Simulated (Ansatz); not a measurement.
# Worked example: MgHF + SnH3(NH2) → MgH(NH2) + SnH3F

Gas-phase species: MgHF `[F][MgH]`, singlet; SnH3(NH2), singlet; MgH(NH2), singlet; SnH3F `[F][SnH3]`, singlet. The partners trade F for NH2: Mg–F and Sn–NH2 bonds give way to Mg–NH2 and Sn–F.

Shapes, held fixed at every level: PBE0-D4/def2-TZVP. Programs: Ansatz 0.2.0. The zero-point and thermal change to 298 K, harmonic and unscaled (PBE0-D4/def2-TZVP), is -3.3 kJ/mol.

At CCSD(T)/def2-TZVPP; 1 Eh = 2625.50 kJ/mol:

```
  species  energy (Eh)
     MgHF  -300.204814
SnH3(NH2)  -271.311971
 MgH(NH2)  -256.289813
    SnH3F  -315.202823
```

Work out ΔH(298 K) of the reaction at this level.


1. Products less reactants: (-256.289813) + (-315.202823) − [(-300.204814) + (-271.311971)] = 0.024149 Eh = +63.4 kJ/mol.
2. With the thermal change: +63.4 + (-3.3) = +60.1 kJ/mol.

Other levels give +51.8 (HF/def2-TZVPP) to +68.3 kJ/mol (MP2/def2-SVP). No measured value is set beside it here. For atoms past krypton def2 sets carry core potentials with scalar relativity. Outer-core shells of Mg, Sn are correlated, in sets that cover them unevenly. Sets without diffuse functions underbind ionic bonds of s-block metals.
